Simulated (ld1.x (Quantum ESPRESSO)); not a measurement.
## beryllium (Be), ultrasoft: configuration errors across variants

ld1.x (Quantum ESPRESSO) 7.5 input, shortened:

```
&input
   title='Be', zed=4., rel=0, dft='PBESOL', iswitch=3,
   config='[He] 2s2 2p0 3d-2'
 /
 &inputp
   pseudotype=3, tm=.true., lloc=-1, rcloc=0.70,
   nlcc=.false.,
   which_augfun='PSQ', rmatch_augfun=0.55
 /
6
1S  1  0   2.00   0.00  0.65  0.75  0.0
2S  2  0   2.00   0.00  0.65  0.75  0.0
2P  2  1   0.00   0.00  3.70  4.45  0.0
2P  2  1   0.00   1.40  3.70  4.45  0.0
3D  3  2  -2.00   0.15  4.15  4.55  0.0
3D  3  2  -2.00   2.50  4.15  4.55  0.0
 &test
   configts(1)='1s2 2s2 2p0'
 /
```

All-electron excitation energies from the reference (eV): (1) 1s2 2s1 2p0 9.456; (2) 1s2 2s0 2p0 27.179; (3) 1s2 2s1.5 2p0 3.721; (4) 1s2 2s0 2p2 7.207; (5) 1s2 2s0 2p1 13.360; (6) 1s1 2s2 2p0 127.348; (7) 1s2 2s1 2p1 3.592.

The overlap operator is not positive definite (basis up to 400 Ry) in “wave 3d channel at 2.5 Ry: rcut 4.15, rcutus 4.55 bohr becomes 3d channel at 0.11 Ry: rcut 4.15, rcutus 4.55 bohr”, “type PAW; waves now 1s (bound): rcut 0.65, rcutus 0.75 bohr; 2s (bound): rcut 0.65, rcutus 0.75 bohr; 2p (bound): rcut 3.70, rcutus 4.45 bohr; 2p channel at 1.4 Ry: rcut 3.70, rcutus 4.45 bohr; 3d channel at 0.15 Ry: rcut 4.15, rcutus 4.55 bohr; local potential all-electron potential smoothed inside 1.45 bohr (lloc = -1); augmentation BESSEL, radius 0.50 bohr”. Such files are unfit for use, however small their errors in these radial tests.

Tests that are not counted but printed errors over 1 eV. “type PAW; waves now 1s (bound): rcut 0.65, rcutus 0.75 bohr; 2s (bound): rcut 0.65, rcutus 0.75 bohr; 2p (bound): rcut 3.70, rcutus 4.45 bohr; 2p channel at 1.4 Ry: rcut 3.70, rcutus 4.45 bohr; 3d channel at 0.15 Ry: rcut 4.15, rcutus 4.55 bohr; local potential all-electron potential smoothed inside 1.45 bohr (lloc = -1); augmentation BESSEL, radius 0.50 bohr”: 1s2 2s0 2p2 (solver errors, printed error -322 eV); 1s2 2s0 2p1 (solver errors, printed error -137 eV); 1 more.

Errors AE − PS in meV (a dash: test not solved or not reliable):

| change | (1) | (2) | (3) | (4) | (5) | (6) | (7) | bound ghosts |
| --- | --- | --- | --- | --- | --- | --- | --- | --- |
| base | +0.1 | +0.8 | 0.0 | +675 | +574 | +532 | +153 | none |
| wave 3d channel at 2.5 Ry: rcut 4.15, rcutus 4.55 bohr becomes 3d channel at 0.11 Ry: rcut 4.15, rcutus 4.55 bohr | +0.1 | +0.8 | 0.0 | +675 | +574 | +532 | +153 | not determined (overlap not positive) |
| local potential all-electron potential smoothed inside 3.85 bohr (lloc = -1) | – | – | – | – | – | – | – | none |
| type PAW; waves now 1s (bound): rcut 0.65, rcutus 0.75 bohr; 2s (bound): rcut 0.65, rcutus 0.75 bohr; 2p (bound): rcut 3.70, rcutus 4.45 bohr; 2p channel at 1.4 Ry: rcut 3.70, rcutus 4.45 bohr; 3d channel at 0.15 Ry: rcut 4.15, rcutus 4.55 bohr; local potential all-electron potential smoothed inside 1.45 bohr (lloc = -1); augmentation BESSEL, radius 0.50 bohr | – | -0.1 | 0.0 | – | – | -26 | – | not determined (overlap not positive) |
| waves 3d channel at 0.15 Ry: rcut 4.15, rcutus 4.70 bohr; 3d channel at 2.5 Ry: rcut 4.15, rcutus 4.70 bohr | +0.1 | +0.8 | 0.0 | +675 | +574 | +532 | +153 | none |
| local potential all-electron potential smoothed inside 3.78 bohr (lloc = -1) | – | – | – | – | – | – | – | none |
| all radii scaled by about 0.93 (s 0.70, p 4.12, d 4.20 bohr, rcut 0.60/3.42/3.84); local potential all-electron potential smoothed inside 0.64 bohr (lloc = -1); augmentation PSQ, radius 0.50 bohr | +0.1 | +1.1 | 0.0 | +378 | +291 | +328 | +83 | none |

Q: Give the same row for: augmentation PSQ, radius 0.60 bohr.

A: +0.8, +8.0, +0.1, +646, +649, +365, +263; bound ghosts: none.
